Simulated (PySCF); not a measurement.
# SMILES O1COB(C)SC1, C$_{3}$H$_{7}$BO$_{2}$S

Geometry (Å), atoms numbered from 1 in this order:
```xyz
14

C    -2.4276   -0.1739    0.3335
B    -0.8558   -0.1270    0.1566
O    -0.2975    0.9817   -0.3483
C     1.0702    1.1971   -0.5350
O     1.8810    0.4890    0.3438
C     1.8057   -0.8900    0.1819
S     0.1484   -1.5738    0.6189
H    -2.7034   -0.4117    1.3583
H    -2.8869    0.7741    0.0689
H    -2.8687   -0.9482   -0.2906
H     1.3181    0.9503   -1.5844
H     1.2684    2.2575   -0.3454
H     2.5228   -1.3344    0.8705
H     2.0246   -1.1912   -0.8509
```

Computed with PySCF 2.14.0, GIAO PW91/def2-SVP magnetisability, rotational g tensor and spin-rotation constants, non-relativistic, gas phase. Geometry: GFN2-xTB.

Problem. What are the magnetisability and the molar susceptibility?

Solution. Isotropic -1115 × 10⁻³⁰ J/T², or -67.1 × 10⁻⁶ cm³/mol; principal values -1190, -1110, -1045 × 10⁻³⁰ J/T², anisotropy 126 × 10⁻³⁰ J/T² (root of half the summed squared differences of the principal values). The susceptibility is in cgs units.

Problem. Split it along the inertial axes a, b, c into diamagnetic and paramagnetic parts about the centre of mass, with the quadrupole moment.

Solution. 
```csv
axis,χ (10⁻⁶ cm³/mol),diamagnetic (10⁻⁶ cm³/mol),paramagnetic (10⁻⁶ cm³/mol),summed x² of all electrons (Å²),quadrupole Θ (D Å)
a,-71.5,-447.9,376.5,140.9,+1.98
b,-63.6,-670.6,606.9,88.4,-0.75
c,-66.3,-972.8,906.5,17.2,-1.23
```
Anisotropies 2χaa − χbb − χcc = -12.9 and 2χbb − χaa − χcc = +10.6 × 10⁻⁶ cm³/mol. Θ is traceless in Buckingham's convention.

Problem. And the rotational g tensor?

Solution. 
| axis | rotational constant (GHz) | g | nuclear part | electronic part |
| --- | --- | --- | --- | --- |
| a | 3.3110 | -0.0231 | 0.5625 | -0.5856 |
| b | 2.1566 | -0.0214 | 0.5936 | -0.6149 |
| c | 1.3701 | -0.0116 | 0.5718 | -0.5835 |

Asymmetric top; isotopes 11B, 12C, 1H, 16O, 32S; no vibrational averaging.
